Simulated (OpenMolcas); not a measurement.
## How basis sets differ on C2F6 (hexafluoroethane)

The species is C2F6 (8 atoms), meant as a singlet with charge 0. As SMILES, `FC(F)(F)C(F)(F)F`. The shape is that of a PBE0-D4/def2-TZVP optimisation.

Each level gives the HOMO–LUMO gap (eV). The values are calculated.

```csv
level,kind,program,value (eV),CPU time
HF/ANO-R0 (sfX2C),Hartree–Fock,OpenMolcas,23.76,3.5 s
HF/STO-3G,Hartree–Fock,OpenMolcas,24.23,5.4 s
HF/3-21G,Hartree–Fock,OpenMolcas,23.43,7.3 s
HF/6-31G* (spherical functions),Hartree–Fock,OpenMolcas,23.89,28 s
```

The values span 23.43 to 24.23 eV. A Hartree–Fock LUMO above zero doesn't converge with the basis: it sinks as sets grow more diffuse. Orbital gaps aren't excitation energies. CPU times are rough (shared hosts, several kinds of processor): they show what a rung costs within a factor of a few.
